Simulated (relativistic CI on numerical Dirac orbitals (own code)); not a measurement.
**One change at a time: Pt¹³⁺**

Base calculation: Dirac-Coulomb-Breit CI, separate exchange-only KLI orbitals for each configuration, QED by a radiative potential, unscaled Slater integrals.

CI space (outside the closed core [Kr] 4d10): 4f14 5s2 5p3, 4f14 5s 5p4, 4f13 5s2 5p4, 4f14 5s2 5p2 5d, 4f14 5s 5p3 5d, 4f14 5s2 5p2 5f, 4f13 5s2 5p3 5d, 4f14 5s2 5p2 5g, 4f14 5s2 5p2 6s, 4f14 5s 5p3 5f, 4f14 5p4 5d, 4f14 5s2 5p2 6p, 4f14 5s 5p3 5g, 4f14 5s 5p2 5d2, 4f13 5s2 5p3 6s, 4f14 5s2 5p 5d 6p, 4f14 5s2 5p 5d 5f, 4f14 5s2 5p2 6d, 4f14 5p4 6s, 4f14 5s 5p3 6s, 4f14 5p5, 4f13 5p6, 4f13 5p5 5d, 4f14 5s2 5p 5d2, 4f14 5s2 5d3, 4f14 5s 5p 5d3, 4f14 5s2 5d2 5f, 4f13 5s2 5p 5d3, 4f14 5p3 5d2, 4f13 5p4 5d2, 4f14 5p2 5d3, 4f14 5p2 5d2 5f, 4f13 5p3 5d3. Double excitations out of closed p, d and f shells are left out; levels of such configurations are missing from the list, as are those of other unlisted configurations, and high levels can miss mixing partners. Some configurations lack a partner that the ground configuration has and come out too high, among them 4f13 5s2 5p3 6s, 4f14 5s2 5p2 5g, 4f14 5s2 5p2 6s, 4f14 5s 5p3 5f, 4f14 5s2 5p2 6p.

Variants: (1) valence Slater integrals scaled by 0.9; (2) configuration mixing switched off; (3) one mean potential for all configurations. Shifts of the energy above 4f14 5s2 5p3 2P°_3/2, in cm⁻¹, for the lowest level and the first level of each name with at least 55 % of one term (blank where a level changes its place among those of its configuration and J or its character, or is not in the variant):

```csv
Level,Base,Δ(1),Δ(2),Δ(3)
4f14 5s2 5p3 2P°_3/2,0,0,0,0
4f14 5s2 5p3 2D°_5/2,150184,+377,+2877,-655
4f14 5s2 5p3 2P°_1/2,175514,-2094,+3286,-762
4f13 5s2 5p4 4G°_11/2,346596,-1195,-15268,+6674
4f13 5s2 5p4 2D°_3/2,349976,-1446,-15532,+6718
4f13 5s2 5p4 4D°_3/2,376493,-1529,-15112,+7356
4f13 5s2 5p4 4D°_1/2,376832,-1432,-15243,+7396
4f14 5s 5p4 4P_5/2,426082,+6664,+16035,-435
4f13 5s2 5p4 2H°_11/2,524419,-4069,-15292,+8105
4f13 5s2 5p4 4F°_3/2,532098,-2094,-15391,+8833
4f13 5s2 5p4 2P°_3/2,537819,-5446,-15859,+8079
4f13 5s2 5p4 2H°_9/2,551471,-4155,-15268,+8733
4f13 5s2 5p4 2P°_1/2,565464,-5696,-15445,+8712
4f14 5s2 5p2 5d 4D_1/2,595354,+4433,+9428,-838
```

At this charge transitions that keep the count of f electrons are usually good to a few per cent. Levels and lines within the n = 5 or 6 shells can be off by up to 10 % or somewhat more, and those that change n by about 2 %, since core polarisation is missing. Levels that differ in their count of f electrons can be misplaced by several ten thousand cm⁻¹, since the correlation energy of f electrons is missing or only estimated; rates across such gaps can be off by orders of magnitude.

Ionisation energy from one configuration of each of the two ions, the ground ones as tabulated or assumed: base 284.066 eV; valence Slater integrals scaled by 0.9 283.996 eV. The NIST ASD value (theoretical) is 293 ± 15 eV.

LS names give the leading component of a level, which can be under half, so a name can repeat, a term be missing and a line seem to break the LS rules.
